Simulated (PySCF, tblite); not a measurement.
Calculations on `C#C[Si@@H](Br)C#CCBr`, in the order of a workflow; each names the level of the geometry that it ran on. Settings lines and outputs come from a driver script.

Compound: C₅H₄Br₂Si.
Atom-mapped SMILES: `[CH:1]#[C:2][Si@@H:3]([Br:4])[C:5]#[C:6][CH2:7][Br:8]` (hydrogens: H9 on C1; H10 on Si3; H11, H12 on C7)

Step 1: GFN2-xTB geometry optimisation, gas phase (tblite 0.8.0) (from a force-field or distance-geometry start)
```json
{"job": {"kind": "relax", "xc": "GFN2-xTB", "basis": "xTB"}, "charge": 0, "multiplicity": 1}
```
```
step      E/eV     max force
  0    -613.21137    2.462
  1    -613.12364    5.441
  2    -613.27440    0.554
...
 48    -613.31145    0.024
 49    -613.31151    0.031
 50    -613.31157    0.027
 51    -613.31160    0.013
 52    -613.31161    0.009
```

Energy lowered by 2.3 kcal/mol over 52 steps; largest atomic force 0.009 eV/Å at the end. «max force» is the largest atomic force in eV/Å.

Hardware: Arm Neoverse N1, one thread, shared host. Cost: 0.71 s of wall time.

Step 2: GFN2-xTB harmonic vibrations, gas phase (tblite 0.8.0) (on the GFN2-xTB geometry)
```json
{"job": {"kind": "ir", "xc": "GFN2-xTB", "basis": "xTB"}, "charge": 0, "multiplicity": 1}
```
```
(table of modes left out)
```

30 modes from 6 to 3363 cm⁻¹ (unscaled, harmonic); zero-point energy 40.8 kcal/mol; all wavenumbers are real at this level.

Time: 0.9 s wall. Hardware: an Arm Neoverse N1 with one thread, shared host with 64 logical CPUs at a one-minute load of 60.

Step 3: TDDFT wB97X-D/def2-SVPD, vertical, gas phase, core orbitals frozen in the response (PySCF 2.14.0, density-fitted response routines) (on the GFN2-xTB geometry)
```json
{"job": {"kind": "uv", "xc": "wB97X-D", "basis": "def2-SVPD", "nstates": 8, "ntriplets": 3}, "charge": 0, "multiplicity": 1}
```
```
...
Static polarisability (au): isotropic 128.884, principal 98.734 120.872 167.044
Singlet excitations
state   eV       nm        f      main configurations
  1   5.1851    239.1   0.00105   H-1->L 0.54, H->L 0.16
  2   5.3764    230.6   0.05757   H->L 0.43, H-1->L 0.20, H-3->L 0.09
  3   5.5506    223.4   0.00245   H-4->L 0.33, H-3->L 0.18, H-2->L 0.12
  4   5.8186    213.1   0.07343   H-5->L 0.20, H-4->L 0.17, H->L 0.11
  5   5.9346    208.9   0.00440   H-6->L 0.20, H-4->L+1 0.12, H-6->L+1 0.10
  6   6.0657    204.4   0.01542   H->L+1 0.26, H-2->L 0.12
  7   6.1331    202.2   0.00835   H-2->L 0.18, H->L+1 0.13, H-2->L+1 0.08
  8   6.2679    197.8   0.00393   H-7->L+2 0.16, H-2->L+2 0.14, H-5->L 0.10
Triplet excitations (Tamm-Dancoff, eV): 4.4646 4.7570 4.9650
```

HOMO -9.98 eV, LUMO -0.12 eV; lowest singlet 5.19 eV; lowest triplet 4.46 eV (Tamm–Dancoff); mean polarisability 128.9 au.

Hardware: one thread, Arm Neoverse N1 (aarch64), no GPU, shared host with 64 logical CPUs at a one-minute load of 61. Cost: 2.4 min, 1.1 GiB resident at most.

Geometry of the electronic-property runs (GFN2-xTB):
```
atom  x, y, z in Å
C1    -3.4324    0.1259   -0.7914
C2    -2.5174    0.5032   -0.1099
Si3   -1.1558    1.0792    0.9896
Br4   -1.6647    0.3986    3.0702
C5     0.4033    0.2054    0.5372
C6     1.4224   -0.3974    0.3133
C7     2.6557   -1.0618    0.0056
Br8    3.7908    0.0663   -1.1627
H9    -4.2260   -0.2067   -1.3966
H10   -1.0024    2.5241    1.0368
H11    3.2422   -1.2478    0.9062
H12    2.4856   -1.9897   -0.5418
```

 (This holds for the electronic-property runs.)

Note: wB97X-D ran without an empirical dispersion term, which enters the total energy and its gradient alone.
